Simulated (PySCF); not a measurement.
# Scalar relativity in K⁺ (potassium, charge +1)

[Ar], closed-shell 1S; PBE calculated with PySCF 2.14 in dyall-av3z (25s18p5d2f, 118 functions), once non-relativistic with a point nucleus and once with spin-free X2C-1e and a Gaussian nucleus.

| shell | ε non-rel. (eV) | ε X2C (eV) | rms r non-rel. (bohr, spins averaged) | rms r X2C (bohr, spins averaged) | change of radius (%) |
| --- | --- | --- | --- | --- | --- |
| 1s | -3511.1 | -3526.4 | 0.09451 | 0.09382 | -0.74 |
| 2s | -356.63 | -359.42 | 0.4245 | 0.4220 | -0.59 |
| 2p | -286.07 | -286.15 | 0.3911 | 0.3904 | -0.20 |
| 3s | -41.126 | -41.442 | 1.370 | 1.363 | -0.47 |
| 3p | -24.896 | -24.880 | 1.555 | 1.554 | -0.05 |

The total energy goes from -599.5469 to -601.8638 hartree.

Relativity contracts and stabilises s shells directly. The contracted s shells screen the nucleus better, so for spin-averaged p shells the direct and indirect effects partly cancel.
